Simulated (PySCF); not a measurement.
H₂O₂, charge +1, doublet, geometry from GFN2-xTB (a state made from the parent by changing its charge; the spin is typed, not shown lowest). Base run: PySCF with MP2/aug-cc-pVDZ.

PySCF was given this input:
```python
from pyscf import gto, scf, mp

mol = gto.Mole()
mol.atom = '''
    O    -0.590657   -0.019005    0.259309
    O     0.590657    0.019005   -0.259309
    H    -1.289471   -0.034173   -0.463518
    H     1.289471    0.034173    0.463518
'''
mol.basis = 'aug-cc-pvdz'
mol.charge = 1
mol.spin = 1
mol.verbose = 4
mol.build()

mf = scf.UHF(mol)
mf.kernel()

pt = mp.MP2(mf, frozen=2)
pt.kernel()
print('E(MP2) = %.10f' % pt.e_tot)
mf.analyze()
```

Each row names what was changed in the base input (with any setting that the change needs).

```
change               basis functions      E (Eh)  MP2 correlation (Eh)  SCF-reference HOMO (eV)
-------------------  ---------------  ----------  --------------------  -----------------------
base                              64  -150.83002              -0.38597                   -23.98
basis = STO-3G                    12  -148.59006              -0.10055                   -22.55
basis = 3-21G                     22  -149.82323              -0.24929                   -24.20
basis = def2-SV(P)                32  -150.63229              -0.36177                   -24.26
basis = 6-31G**                   38  -150.77297              -0.35539                   -24.07
basis = cc-pVDZ                   38  -150.80154              -0.37143                   -24.00
basis = def2-SVP                  38  -150.66319              -0.36967                   -24.14
basis = 6-31+G*                   40  -150.75691              -0.35011                   -24.06
basis = 6-311++G**                58  -150.85922              -0.39686                   -23.91
basis = aug-pcseg-1               64  -150.75694              -0.37744                   -24.00
basis = pc-2                      88  -150.93599              -0.45227                   -23.95
basis = def2-TZVPD                98  -150.94667              -0.45948                   -23.95
basis = aug-cc-pVTZ              138  -150.95574              -0.47220                   -23.95
```

Totals compare only among sets that treat the same electrons; sets with core potentials leave the core out.

Open shells are given as the SCF converged; they aren't shown to be the lowest states, and a large step between rows can be another state.
